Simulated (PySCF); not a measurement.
C2H7ClOSi, SMILES C[SiH](Cl)OC.

The structure is a stationary point at B3LYP-D3(BJ)/def2-SVP. Other conformers were not sampled.

Computed with CAM-B3LYP/def2-TZVP (PySCF).

Gas-phase values at a fixed geometry.

* **total energy**: -905.48173 hartree
* **highest occupied level**: -9.83 eV
* **lowest empty level**: 1.86 eV
* **orbital gap**: 11.69 eV
* **dipole moment**: 1.35 D
* **quadrupole, principal values (traceless, Buckingham form, about the centre of nuclear charge)**: -5.68, -1.47, 7.15 D·Å
* **mean static polarisability**: 63.6 bohr³ (9.42 Å³)
* **polarisability, principal values**: 55.8, 66.3, 68.6 bohr³
